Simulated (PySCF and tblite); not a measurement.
Values are calculated unless marked as measured or tabulated.
## Barrier and rate of a rotation

System: C₅H₆NOS (charge +1), numbered as in [CH3:1][O:2][c:3]1[cH:4][cH:5][s+:6][cH:7][n:8]1.

Motion: rotation about the C3–O2 bond (torsion C4–C3–O2–C1 from 180° to 360°, rising). The path came from a restrained scan, a climbing-image band and a saddle search at GFN2-xTB; energies are PBE0/pcSseg-1 + D3(BJ)//GFN2-xTB, thermal terms GFN2-xTB. Rates follow Eyring's equation with the number of equivalent paths and no tunnelling. Programs: tblite and PySCF.

```
 point  symmetry  E(GFN2) kcal/mol  E(DFT) kcal/mol  ZPE change kcal/mol  lowest mode cm⁻¹
 start        Cs               0.0              0.0                 0.00                56
saddle        C1              18.3             16.1                -0.87              264i
   end        Cs               5.1              5.6                 0.07                65
```

```json
{
  "Electronic barrier": "16.1 kcal/mol",
  "Barrier with zero-point energy": "15.2 kcal/mol",
  "ΔH‡ (298 K)": "14.9 kcal/mol",
  "ΔS‡ (298 K, symmetry apart)": "-2.0 cal/(mol K)",
  "Paths": "2 equivalent paths",
  "End point": "a different minimum",
  "Mean lifetime of the start against this motion at 298 K": "18 ms",
  "Cost": "57 s on 1 thread of Intel Xeon 6975P-C, on a host shared with other jobs (rough), peak memory 0.81 GiB, launched as `OMP_NUM_THREADS=1 python ens_run.py task.json out`"
}
```

```
T/K  ΔG‡ kcal/mol    k s⁻¹  ΔG kcal/mol  k back s⁻¹
150          15.3  3×10⁻¹⁰          5.8       0.087
200          15.4  0.00013          5.8         315
250          15.4     0.34          5.8     4.4×10⁴
298          15.5       55          5.9     1.1×10⁶
350          15.6     2810          5.9     1.3×10⁷
400          15.6  4.8×10⁴          5.9     7.6×10⁷
500          15.8  2.6×10⁶          5.8     9.3×10⁸
```

ΔG and ΔG‡ leave out symmetry numbers and mirror images; rates count paths: 2 out, 2 back.

The ion is treated without a counter-ion.
